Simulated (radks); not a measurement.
Task: Valence configurations of neutral tungsten (all share [Xe]). Method: Dirac Kohn-Sham, LDA (Slater exchange, Perdew-Wang correlation), spin-unpolarised, spherical densities, finite nucleus; open shells fill j = l - 1/2 first; Fermi nuclear charge, rms radius 5.3658 fm; computed with a radial shooting solver on a logarithmic mesh with Libxc functionals. Order these by energy: 4f14 5d4 6s1.5 6p0.5; 4f14 5d3 6s2 6p1; 4f14 5d4 6p2; 4f13.5 5d3.5 6s2 6p1; 4f14 5d5 6s1; 4f13 5d5 6s1 6p1; 4f14 5d6; 4f13 5d5 6s2; 4f14 5d4 6s1 6p1; 4f14 5d4 6s2.

Result: From the lowest, in eV above it: 4f14 5d4 6s2 0.000; 4f14 5d5 6s1 1.948; 4f14 5d4 6s1.5 6p0.5 2.022; 4f14 5d3 6s2 6p1 3.890; 4f14 5d4 6s1 6p1 4.091; 4f14 5d6 4.374; 4f14 5d4 6p2 8.373; 4f13.5 5d3.5 6s2 6p1 18.882; 4f13 5d5 6s2 31.629; 4f13 5d5 6s1 6p1 35.882. NIST lists [Xe] 4f14 5d4 6s2 as the ground configuration; this level of theory agrees among the configurations tried. The energies are those of spherical spin-averaged densities, not of single terms.
